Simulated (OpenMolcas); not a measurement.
An atom or ion with 67 electrons was computed by SS-CASPT2, IPEA 0.25 Eh, imaginary shift 0.1 Eh with spin-orbit coupling (OpenMolcas, ANO-RCC-VQZP, DKH2). The lowest levels that the run gave, each within 12 % of the measured value where one is at hand:

| J | Parity | E (cm-1) | g |
| --- | --- | --- | --- |
| 15/2 | odd | 0.0 | 1.197 |
| 13/2 | odd | 5600 | 1.107 |
| 11/2 | odd | 8840 | 0.985 |
| 9/2 | odd | 10720 | 0.849 |
| 9/2 | odd | 13870 | 1.178 |
| 3/2 | odd | 17130 | 1.732 |
| 11/2 | odd | 17530 | 1.105 |
| 7/2 | odd | 18720 | 1.204 |
| 3/2 | odd | 20480 | 0.717 |
| 5/2 | odd | 20580 | 1.047 |
| 9/2 | odd | 21680 | 1.050 |
| 11/2 | odd | 25020 | 1.239 |

Which ion is it, and what are the configurations and terms?

Ho (Z = 67, neutral; active space 11 electrons in 7 orbitals (4f)). J, parity and g give the terms where levels are pure, and mixed ones are named by the computed weights; the size of the splittings, set against known spectra of the 67-electron sequence, gives the charge. In order, with the measured energies in cm-1 (NIST Handbook of Basic Atomic Spectroscopic Data): 4f11 6s2 4I* 15/2, 4f11 6s2 4I* 13/2 (5420), 4f11 6s2 4I* 11/2 (8605), 4f11 6s2 4I* 9/2 [60 %] (10696), 4f11 6s2 4F* 9/2 [63 %], 4f11 6s2 4S* 3/2 [72 %], 4f11 6s2 2H* 11/2 [68 %], 4f11 6s2 4F* 7/2, 4f11 6s2 4F* 3/2 [65 %], 4f11 6s2 4F* 5/2, 4f11 6s2 2H* 9/2 [30 %], 4f11 6s2 4G* 11/2.

CASPT2 breaks the degeneracy within a term, and the mean is taken; among the terms shown or strongly mixed into the levels shown the widest spread is 770 cm-1 (4f11 6s2 4I*). High states are left out of the spin-orbit mixing, which shifts the levels that they would mix with. With the s shell closed, the reference lacks s² → p² mixing. The CASPT2 spread within a term exceeds the gap to the next term for 4f11 6s2 4F* and 4f11 6s2 4S*, so the order of their levels is uncertain, and so are names and mixing where such terms share a J. Measured partners are found by configuration, term and J. A level has none where our copy of the source lacks it or the pairing is in doubt (some pairs that miss far off the trend of their configuration count as doubtful), and it then counts in no deviation. Levels of configurations outside the active space are missing.

A share in square brackets marks a mixed level and gives the weight of the term that names it. * marks odd parity.
